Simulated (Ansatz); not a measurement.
Coupled-cluster diagnostics for the cluster Mg₄N₂⁺ (the lowest doublet isomer of a short search), Ansatz.

Geometry of the doublet (PBE-D4/def2-SVP):

```xyz
6

Mg   -1.074    4.057   -0.407
Mg   -0.899    1.000   -0.698
Mg    2.074   -1.367    1.744
Mg   -1.168   -1.812   -1.362
N     0.568   -0.338    0.482
N     0.499   -1.540    0.241
```

Correlated methods freeze 6 core orbitals; core or outer-core shells of Mg are correlated, in sets that lack core-valence functions. In CCSD on the charge 1 doublet the largest single amplitude is 0.32, so its Hartree–Fock determinant may place the open shell otherwise than the density functionals do. The structure comes from a short search, and lower isomers may exist.

Problem. Estimate the CCSD(T) correlation energy, the shares of MP2 and (T), T1 and the reference's ⟨S²⟩ for: charge 1, doublet, own geometry in def2-SVP; and the rough time on 4 threads of Arm Neoverse V2 on a shared host.

Solution. 
```
                          state     basis  correlation (eV)  MP2 share (%)  (T) share (%)     T1  ⟨S²⟩ (pure)  wall time                                                                  remarks
charge 1, doublet, own geometry  def2-SVP           -12.737           85.5            5.0  0.051  2.08 (0.75)       59 s  flagged by the program, large T1 (0.051), spin-contaminated (⟨S²⟩ 2.08)
```
Customary marks for T1 are 0.02 (closed shells), 0.045 (open shells) and about 0.05 (3d metals). T1 exceeds 0.02 in 1 of 1 rows and 0.045 in 1; the higher it lies, the less the single-reference result can be trusted.
